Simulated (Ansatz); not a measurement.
A run for Ansatz (a quantum-chemistry and plane-wave program): R-SVWN5/def2-TZVPP on CH6SSn (SMILES C[S][SnH3]), a point of a torsion scan. Elements past Kr take the def2 small-core potentials; no spin–orbit coupling.

Ansatz 0.2 input:
```yaml
crystal:
  periodic: [false, false, false]
  atoms:
    - {symbol: C, position_ang: [1.66203905, 0.01335418, 0.11202072]}
    - {symbol: S, position_ang: [0.70066795, -0.60571382, -1.30596328]}
    - {symbol: Sn, position_ang: [-1.54060033, -0.60161680, -0.45825860]}
    - {symbol: H, position_ang: [2.11953730, -0.82701175, 0.62241472]}
    - {symbol: H, position_ang: [2.43231055, 0.65809507, -0.29794797]}
    - {symbol: H, position_ang: [1.03673925, 0.58079607, 0.79214250]}
    - {symbol: H, position_ang: [-1.76189359, -1.71470840, 0.78363805]}
    - {symbol: H, position_ang: [-2.56945321, -0.95884470, -1.71846485]}
    - {symbol: H, position_ang: [-1.89767071, 0.91210051, 0.18319892]}
basis:
  gaussian:
    orbitals: def2-TZVPP
hamiltonian:
  xc: {name: SVWN5}
scf: {lower_state_search: off}
```

The head of its log:

```
WARN ansatz: RAYON_NUM_THREADS=1 ignored (pool sized by the plan → 1); use --threads N
Functional definition: SVWN5
these checks for a lower state are left out or cut short: stability, starts, cluster_reference, orbital_swaps, neighbouring_geometries, increment
integrals: 0.12 GiB planned
1206 factors; their error is unknown
mean field: 0.84 GiB planned
mean field evaluation 1: about -17736.9505 eV, gradient 5.9e1 eV
mean field evaluation 2: about -17722.5776 eV, gradient 8.8e1 eV
```

Question: Predict the final total energy.

Answer: -652.1173 hartree.
